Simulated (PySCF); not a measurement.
GeF2Me2, C2H6F2Ge.
Cartesian coordinates in Å at the PBE0-D3(BJ)/def2-SVP level; atoms count from 1:
```
atom  x, y, z in Å
Ge1    0.493   -0.008    0.375
F2     0.500   -0.002    2.114
F3     2.183   -0.015   -0.034
C4    -0.267    1.656   -0.223
H5    -1.322    1.717    0.080
H6    -0.206    1.729   -1.318
H7     0.282    2.496    0.225
C8    -0.279   -1.671   -0.213
H9    -0.334   -1.697   -1.310
H10   -1.293   -1.779    0.199
H11    0.339   -2.510    0.136
```

Method: PySCF, TDDFT PBE0/def2-SVPD, vertical, gas phase, core orbitals frozen in the response. Relativistic effects, spin–orbit coupling among them, are left out although an element past zinc is present.

Ground-to-excited transition dipoles (e·a0, same axes as the geometry; the sign carries no meaning), for the states with f of 0.002 or more among the lowest 10:

| state | E (eV) | μx | μy | μz |
| --- | --- | --- | --- | --- |
| S1 | 8.079 | -0.003 | -0.928 | 0.004 |
| S3 | 8.874 | 0.001 | -0.197 | -0.002 |
| S4 | 9.256 | 0.372 | 0.000 | 0.285 |
| S5 | 9.566 | 0.516 | 0.001 | 0.400 |
| S6 | 9.760 | 0.068 | -0.001 | -0.081 |
| S9 | 10.160 | -0.001 | -1.174 | -0.003 |
| S10 | 10.198 | 0.012 | -0.225 | -0.019 |

Question: Work out the oscillator strengths.

Answer: f = (2/3) ΔE |μ|² with ΔE in hartree (27.2114 eV).

```tsv
state	|μ|² (au)	|μ| (D)	f
S1	0.861	2.36	0.170
S3	0.039	0.50	0.008
S4	0.220	1.19	0.050
S5	0.427	1.66	0.100
S6	0.011	0.27	0.003
S9	1.377	2.98	0.343
S10	0.051	0.57	0.013
```

Question: Which bond between heavy atoms lies closest to the direction of the S9 transition dipole?

Answer: Ge1–C8 and Ge1–C4, at 30° from it; next Ge1–F2 and Ge1–F3 at 90°.

Question: What angle do the transition dipoles of S5 and S10 make?

Answer: |cos θ| = |μa·μb| / (|μa| |μb|) = 0.01, so θ ≈ 89° (taken between 0 and 90°, since the signs are arbitrary).

Question: How is the summed strength of these states shared among x, y and z?

Answer: (2/3) Σ ΔE μα² gives 0.095 for x, 0.534 for y and 0.058 for z, 0.687 in all.

Question: What peak molar absorption coefficient would the strongest computed level give as a lone Gaussian band 0.3 eV wide at half height?

Answer: ε(max) = 2.175×10⁸ f / FWHM, with the width in cm⁻¹. S9: 2.175×10⁸ × 0.3428 / 2420 ≈ 31000 L mol⁻¹ cm⁻¹.

Without π bonds the low states may be Rydberg-like; a valence basis with one diffuse set may place them up to an eV too high.
